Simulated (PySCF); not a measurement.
Property card for lithium potassium (`[Li][K]`)

Compound: lithium potassium, KLi.
Z-matrix (Å and degrees, PBE0-D3(BJ)/def2-SVP geometry), rows numbered from 1:
```
Li
K   1  3.4385
```

PBE0-D3(BJ)/def2-SVP geometry optimisation, gas phase (PySCF):

```yaml
Point_group: C∞v
Rotational_constant_B_linear: 7.189 GHz
```

**B3LYP/pcSseg-2 ground state and GIAO shieldings, non-relativistic (PySCF)**

```yaml
Dipole_moment: 2.74 D
HOMO_energy: -3.19 eV
LUMO_energy: -1.45 eV
HOMO–LUMO_gap: 1.74 eV
Isotropic_shieldings_of_nuclei_other_than_C_and_H_by_class: 101 (Li1), 1270 (K2) ppm
```

Monoisotopic mass (most abundant isotopes): 45.9797 u.

B corresponds to 0.2398 cm⁻¹ and a moment of inertia of 70.3 u Å² (most abundant isotopes). Point group C∞v permits a dipole; with 2.74 D the species has a pure rotational spectrum. The dipole matches unit charges of opposite sign 0.57 Å apart (1 e·Å = 4.8032 D).

For the geometry optimisation (PBE0-D3(BJ)/def2-SVP), the run took 1.9 s of wall time on one thread of an x86-64 server, no GPU, on a shared host.
